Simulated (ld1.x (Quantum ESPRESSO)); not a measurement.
# An all-electron radial function and its pseudo partner (C)

Columns: radius, all-electron u(r) and pseudo u(r) of the 2p shell (level -5.53 eV) of carbon in the configuration [He] 2s1.75 2p2.25; LDA (PZ), scalar-relativistic, TM scheme, ld1.x (Quantum ESPRESSO) 7.5.

| r (bohr) | all-electron | pseudo |
| --- | --- | --- |
| 0.095 | 0.0437 | 0.0176 |
| 0.190 | 0.1357 | 0.0684 |
| 0.285 | 0.2412 | 0.1470 |
| 0.380 | 0.3434 | 0.2451 |
| 0.475 | 0.4345 | 0.3523 |
| 0.570 | 0.5118 | 0.4580 |
| 0.665 | 0.5746 | 0.5527 |
| 0.760 | 0.6235 | 0.6295 |
| 0.855 | 0.6598 | 0.6851 |
| 0.950 | 0.6847 | 0.7195 |
| 1.045 | 0.7000 | 0.7354 |
| 1.140 | 0.7070 | 0.7372 |
| 1.235 | 0.7072 | 0.7292 |
| 1.330 | 0.7018 | 0.7156 |
| 1.425 | 0.6919 | 0.6991 |
| 1.520 | 0.6785 | 0.6814 |
| 1.615 | 0.6623 | 0.6632 |
| 1.710 | 0.6441 | 0.6442 |
| 1.805 | 0.6243 | 0.6243 |
| 1.900 | 0.6034 | 0.6034 |
| 1.995 | 0.5818 | 0.5818 |
| 2.090 | 0.5597 | 0.5597 |
| 2.185 | 0.5376 | 0.5376 |
| 2.280 | 0.5154 | 0.5154 |
| 2.375 | 0.4935 | 0.4935 |
| 2.470 | 0.4718 | 0.4718 |

Task: How many radial nodes do the two functions have?

Result: The all-electron 2p function has n − l − 1 = 0; the pseudo-wave has 0.

Task: At about which radius was the pseudo-wave matched?

Result: 1.90 bohr. The columns agree to 0.0005 from 1.71 bohr on; several derivatives are matched, so the curves merge somewhat inside the radius.

Task: Is the pseudo-wave norm-conserving?

Result: Yes: the TM scheme keeps the norm inside the radius equal to the all-electron one, which fixes the energy derivative of the logarithmic derivative at the level.
